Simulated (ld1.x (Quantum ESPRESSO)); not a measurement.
**Pseudopotential generation for tungsten (W): TM, PBE, scalar-relativistic.**

Input for ld1.x (Quantum ESPRESSO) 7.5:

```
&input
   title='W', zed=74., rel=1, dft='PBE', iswitch=3,
   config='[Xe] 4f14 5d4 5f-2 6s2 6p0',
   nld=4, rlderiv=3.70, eminld=-2.0, emaxld=5.0, deld=0.02
 /
 &inputp
   pseudotype=2, tm=.true., lloc=0,
   nlcc=.false.,
   file_pseudopw='W.UPF', file_wfcaegen='ae.wfc', file_wfcncgen='nc.wfc', file_beta='beta', file_chi='chi'
 /
4
6P  2  1   0.00   0.00  3.40  3.40  0.0
5D  3  2   4.00   0.00  1.65  1.65  0.0
5F  4  3  -2.00   0.05  2.55  2.55  0.0
6S  1  0   2.00   0.00  2.20  2.20  0.0
 &test
   configts(1)='5d4 6s2 6p0'
 /
```

Command:

```bash
ld1.x < W.in > W.out
```

Output (shortened: banner, matrices, multipoles, cross overlaps and the repeated all-electron block are left out):

```
Program LD1 v.7.5
     --------------------------- All-electron run ----------------------------

     W
     scalar relativistic calculation

     atomic number is 74.00
     dft =PBE   lsd =0 sic =0 latt =0  beta=0.20 tr2=1.0E-14
     Exchange-correlation= PBE
                           (   1   4   3   4   0   0   0)
     mesh =1273 r(mesh) =  99.08072 a.u. xmin = -7.00 dx = 0.01250
     1 Ry =  13.60569312 eV, c = 137.03599908

     n l     nl                  e(Ry)          e(Ha)          e(eV)
     1 0     1S 1( 2.00)     -5108.0325     -2554.0163    -69498.3227
     2 0     2S 1( 2.00)      -881.6250      -440.8125    -11995.1197
     2 1     2P 1( 6.00)      -770.9375      -385.4687    -10489.1389
     3 0     3S 1( 2.00)      -203.0444      -101.5222     -2762.5605
     3 1     3P 1( 6.00)      -170.2715       -85.1358     -2316.6624
     4 0     4S 1( 2.00)       -41.8880       -20.9440      -569.9155
     4 1     4P 1( 6.00)       -31.1402       -15.5701      -423.6836
     3 2     3D 1(10.00)      -132.6048       -66.3024     -1804.1802
     5 0     5S 1( 2.00)        -5.8117        -2.9059       -79.0726
     5 1     5P 1( 6.00)        -3.1753        -1.5876       -43.2016
     4 2     4D 1(10.00)       -17.5243        -8.7621      -238.4301
     4 3     4F 1(14.00)        -2.4407        -1.2203       -33.2069
     5 2     5D 1( 4.00)        -0.3293        -0.1646        -4.4800
     6 0     6S 1( 2.00)        -0.4199        -0.2099        -5.7127
     6 1     6P 1( 0.00)        -0.1001        -0.0500        -1.3613

     final scf error:  6.9E-15 reached in  30 iterations

     Etot =  -32285.036163 Ry,  -16142.518081 Ha, -439260.294494 eV

     Ekin =   35580.599384 Ry,   17790.299692 Ha,  484098.716355 eV
     Encl =  -79832.739882 Ry,  -39916.369941 Ha,-1086179.759999 eV
     Eh   =   12612.479938 Ry,    6306.239969 Ha,  171601.531560 eV
     Exc  =    -645.375604 Ry,    -322.687802 Ha,   -8780.782411 eV

     normalization and overlap integrals

     s(1S/1S) =  1.000000  <r> =   0.0183  <r2> =    0.0005  r(max) =   0.0115
     s(2S/2S) =  1.000000  <r> =   0.0776  <r2> =    0.0071  r(max) =   0.0653
     s(2P/2P) =  1.000000  <r> =   0.0694  <r2> =    0.0059  r(max) =   0.0541
     s(3S/3S) =  1.000000  <r> =   0.2010  <r2> =    0.0462  r(max) =   0.1842
     s(3P/3P) =  1.000000  <r> =   0.2013  <r2> =    0.0470  r(max) =   0.1842
     s(4S/4S) =  1.000000  <r> =   0.4495  <r2> =    0.2281  r(max) =   0.4204
     s(4P/4P) =  1.000000  <r> =   0.4780  <r2> =    0.2599  r(max) =   0.4419
     s(3D/3D) =  1.000000  <r> =   0.1824  <r2> =    0.0390  r(max) =   0.1490
     s(5S/5S) =  1.000000  <r> =   1.0670  <r2> =    1.2795  r(max) =   0.9593
     s(5P/5P) =  1.000000  <r> =   1.2493  <r2> =    1.7716  r(max) =   1.0870
     s(4D/4D) =  1.000000  <r> =   0.5113  <r2> =    0.3030  r(max) =   0.4531
     s(4F/4F) =  1.000000  <r> =   0.6078  <r2> =    0.4644  r(max) =   0.4310
     s(5D/5D) =  1.000000  <r> =   2.0741  <r2> =    5.2814  r(max) =   1.4858
     s(6S/6S) =  1.000000  <r> =   3.1762  <r2> =   11.5366  r(max) =   2.6736
     s(6P/6P) =  1.000000  <r> =   4.8422  <r2> =   27.6044  r(max) =   3.7469

     ------------------------ End of All-electron run ------------------------

     --------------------- Generating NC pseudopotential ---------------------

      Generating local pot.: lloc=0, matching radius rcloc =   2.2000

      Wfc   6P  rcut= 3.390  Using Troullier-Martins method

      Wfc   5D  rcut= 1.642  Using Troullier-Martins method

      Wfc   5F  rcut= 2.575  Using Troullier-Martins method

     ------------------- End of pseudopotential generation -------------------

     Computing logarithmic derivative in   3.67739
     Computing logarithmic derivative in   3.67739
     Computing the partial wave expansion
       no projector for channel:   0
     R is outside the sphere for l=    1 j= 0.00
     R is outside the sphere for l=    2 j= 0.00
     R is outside the sphere for l=    3 j= 0.00

     ---------------------- Testing the pseudopotential ----------------------

     W
     scalar relativistic calculation

     atomic number is 74.00   valence charge is  6.00
     dft =PBE   lsd =0 sic =0 latt =0  beta=0.20 tr2=1.0E-14
     mesh =1273 r(mesh) =  99.08072 xmin = -7.00 dx = 0.01250

     n l     nl             e AE (Ry)        e PS (Ry)    De AE-PS (Ry)
     3 2     5D   1( 4.00)       -0.32927       -0.32927       -0.00001
     1 0     6S   1( 2.00)       -0.41988       -0.41988       -0.00000
     2 1     6P   1( 0.00)       -0.10005       -0.10005       -0.00000

     eps = 4.3E-15  iter = 14

     Etot =  -32285.036163 Ry,  -16142.518081 Ha, -439260.294494 eV
     Etotps =   -14.608225 Ry,      -7.304112 Ha,    -198.755021 eV

     Ekin =      12.985102 Ry,       6.492551 Ha,     176.671307 eV
     Encl =     -24.670479 Ry,     -12.335240 Ha,    -335.658970 eV
     Ehrt =      13.442636 Ry,       6.721318 Ha,     182.896377 eV
     Ecxc =      -3.367915 Ry,      -1.683958 Ha,     -45.822823 eV
     Epseu=     -12.997567 Ry,      -6.498784 Ha,    -176.840911 eV

     ---------------------- End of pseudopotential test ----------------------
```

Generation and configuration tests took about 2.7 s on one core of a shared server CPU.

Transferability test of the new file with ld1.x, input:

```
&input
   title='W', zed=74., rel=1, dft='PBE', iswitch=2,
   config='[Xe] 4f14 5d4 5f-2 6s2 6p0'
 /
 &test
   file_pseudo='W.UPF', nconf=8,
   configts(1)='5d4 6s2 6p0',
   configts(2)='5d4 6s1 6p0',
   configts(3)='5d4 6s0 6p0',
   configts(4)='5d3 6s0 6p0',
   configts(5)='5d2 6s0 6p0',
   configts(6)='5d4 6s0 6p2',
   configts(7)='5d5 6s1 6p0',
   configts(8)='5d4 6s1 6p1'
 /
```

```bash
ld1.x < W.test.in > W.test.out
```

Pseudopotential blocks of its output, shortened (energy terms left out; the distinct warnings before each block abridged to one line each):

```
     ---------------------- Testing the pseudopotential ----------------------

     n l     nl             e AE (Ry)        e PS (Ry)    De AE-PS (Ry)
     3 2     5D   1( 4.00)       -0.32927       -0.32927       -0.00001
     1 0     6S   1( 2.00)       -0.41988       -0.41988       -0.00000
     2 1     6P   1( 0.00)       -0.10005       -0.10005       -0.00000

     eps = 9.3E-15  iter = 13

     Etot =  -32285.036163 Ry,  -16142.518081 Ha, -439260.294495 eV
     Etotps =   -14.608225 Ry,      -7.304112 Ha,    -198.755022 eV

     ---------------------- End of pseudopotential test ----------------------

          ---------------------- Testing the pseudopotential ----------------------

     n l     nl             e AE (Ry)        e PS (Ry)    De AE-PS (Ry)
     3 2     5D   1( 4.00)       -0.86192       -0.86125       -0.00068
     1 0     6S   1( 1.00)       -0.89530       -0.89352       -0.00177
     2 1     6P   1( 0.00)       -0.50053       -0.49973       -0.00079

     eps = 4.4E-15  iter = 17

     Etot =  -32284.383265 Ry,  -16142.191633 Ha, -439251.411371 eV
     Etotps =   -13.955700 Ry,      -6.977850 Ha,    -189.876967 eV
     dEtot_ae =       0.652898 Ry
     dEtot_ps =       0.652525 Ry,   Delta E=       0.000373 Ry

     ---------------------- End of pseudopotential test ----------------------

          ---------------------- Testing the pseudopotential ----------------------

     n l     nl             e AE (Ry)        e PS (Ry)    De AE-PS (Ry)
     3 2     5D   1( 4.00)       -1.46122       -1.45761       -0.00361
     1 0     6S   1( 0.00)       -1.41739       -1.40672       -0.01068  !
     2 1     6P   1( 0.00)       -0.95514       -0.94784       -0.00730  !

     eps = 2.5E-15  iter =  9

     Etot =  -32283.230847 Ry,  -16141.615423 Ha, -439235.731921 eV
     Etotps =   -12.808163 Ry,      -6.404081 Ha,    -174.263931 eV
     dEtot_ae =       1.805316 Ry
     dEtot_ps =       1.800062 Ry,   Delta E=       0.005254 Ry

     ---------------------- End of pseudopotential test ----------------------

          ---------------------- Testing the pseudopotential ----------------------

     n l     nl             e AE (Ry)        e PS (Ry)    De AE-PS (Ry)
     3 2     5D   1( 3.00)       -2.28639       -2.28831        0.00192
     1 0     6S   1( 0.00)       -2.08186       -2.06694       -0.01492  !
     2 1     6P   1( 0.00)       -1.53018       -1.51497       -0.01521  !

     eps = 7.4E-15  iter =  7

     Etot =  -32281.365306 Ry,  -16140.682653 Ha, -439210.349951 eV
     Etotps =   -10.942989 Ry,      -5.471494 Ha,    -148.886946 eV
     dEtot_ae =       3.670856 Ry
     dEtot_ps =       3.665236 Ry,   Delta E=       0.005620 Ry

     ---------------------- End of pseudopotential test ----------------------

          BEWARE! Errors in PS-KS equations
     ---------------------- Testing the pseudopotential ----------------------

     n l     nl             e AE (Ry)        e PS (Ry)    De AE-PS (Ry)
     3 2     5D   1( 2.00)       -3.19760       -3.19397       -0.00363
     1 0     6S   1( 0.00)       -2.80919       -2.79064       -0.01855  !
     2 1     6P   1( 0.00)       -2.17107       -2.14631       -0.02476  !

     eps = 9.2E-15  iter =  9

     Etot =  -32278.630320 Ry,  -16139.315160 Ha, -439173.138561 eV
     Etotps =    -8.206482 Ry,      -4.103241 Ha,    -111.654876 eV
     dEtot_ae =       6.405843 Ry
     dEtot_ps =       6.401743 Ry,   Delta E=       0.004100 Ry

     ---------------------- End of pseudopotential test ----------------------

          ---------------------- Testing the pseudopotential ----------------------

     n l     nl             e AE (Ry)        e PS (Ry)    De AE-PS (Ry)
     3 2     5D   1( 4.00)       -0.52503       -0.52867        0.00364
     1 0     6S   1( 0.00)       -0.56044       -0.55869       -0.00175
     2 1     6P   1( 2.00)       -0.20156       -0.20093       -0.00063

     eps = 2.3E-15  iter = 12

     Etot =  -32284.355605 Ry,  -16142.177802 Ha, -439251.035033 eV
     Etotps =   -13.928387 Ry,      -6.964194 Ha,    -189.505360 eV
     dEtot_ae =       0.680558 Ry
     dEtot_ps =       0.679838 Ry,   Delta E=       0.000720 Ry

     ---------------------- End of pseudopotential test ----------------------

          ---------------------- Testing the pseudopotential ----------------------

     n l     nl             e AE (Ry)        e PS (Ry)    De AE-PS (Ry)
     3 2     5D   1( 5.00)       -0.24382       -0.24150       -0.00232
     1 0     6S   1( 1.00)       -0.37816       -0.37843        0.00027
     2 1     6P   1( 0.00)       -0.08390       -0.08535        0.00146

     eps = 7.9E-16  iter = 18

     Etot =  -32284.923063 Ry,  -16142.461532 Ha, -439258.755698 eV
     Etotps =   -14.493544 Ry,      -7.246772 Ha,    -197.194710 eV
     dEtot_ae =       0.113099 Ry
     dEtot_ps =       0.114681 Ry,   Delta E=      -0.001581 Ry

     ---------------------- End of pseudopotential test ----------------------

          ---------------------- Testing the pseudopotential ----------------------

     n l     nl             e AE (Ry)        e PS (Ry)    De AE-PS (Ry)
     3 2     5D   1( 4.00)       -0.43350       -0.43494        0.00144
     1 0     6S   1( 1.00)       -0.49664       -0.49599       -0.00065
     2 1     6P   1( 1.00)       -0.15553       -0.15527       -0.00025

     eps = 9.1E-15  iter = 28

     Etot =  -32284.705785 Ry,  -16142.352892 Ha, -439255.799470 eV
     Etotps =   -14.277937 Ry,      -7.138969 Ha,    -194.261234 eV
     dEtot_ae =       0.330378 Ry
     dEtot_ps =       0.330287 Ry,   Delta E=       0.000091 Ry

     ---------------------- End of pseudopotential test ----------------------
```
